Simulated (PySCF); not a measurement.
Species: 2,4-difluoropyridine, C5H3F2N.
SMILES with atom numbers: `[F:1][c:2]1[cH:3][cH:4][n:5][c:6]([F:7])[cH:8]1` (hydrogens: H9 on C3; H10 on C4; H11 on C8)

Structure optimised with GFN2-xTB, isolated species.

What internal coordinates does the optimisation give?

| bond | length (pm) | order |
| --- | --- | --- |
| F1–C2 | 133.9 | single |
| C2–C3 | 138.8 | aromatic |
| C3–C4 | 138.4 | aromatic |
| C4–N5 | 132.3 | aromatic |
| N5–C6 | 131.1 | aromatic |
| C6–F7 | 133.4 | single |
| C6–C8 | 138.9 | aromatic |
| C2–C8 | 138.3 | aromatic |
| C3–H9 | 107.7 | single |
| C4–H10 | 108.0 | single |
| C8–H11 | 107.7 | single |

Orders are formal, as drawn. A selection of angles:
| angle | degrees |
| --- | --- |
| F1–C2–C3 | 119.7 |
| F1–C2–C8 | 119.4 |
| C3–C2–C8 | 121.0 |
| C2–C3–C4 | 117.1 |
| C2–C3–H9 | 120.8 |
| C4–C3–H9 | 122.1 |
| C3–C4–N5 | 123.4 |
| C3–C4–H10 | 121.3 |
| N5–C4–H10 | 115.4 |
| C4–N5–C6 | 117.8 |
| N5–C6–F7 | 116.1 |
| N5–C6–C8 | 125.3 |
| F7–C6–C8 | 118.6 |
| C6–C8–H11 | 122.1 |
| C2–C8–C6 | 115.5 |
| C2–C8–H11 | 122.5 |

The 8 heavy atoms lie in one plane (0.000 Å rms). The 6-membered ring C2–C3–C4–N5–C6–C8 has internal angles of 115.5° to 125.3°; it is planar, 0.00 Å rms from its mean plane, widest ring torsion 0°.

Point group: Cs (every atom within 0.08 Å of its image). No frequency check.

These are computed values.
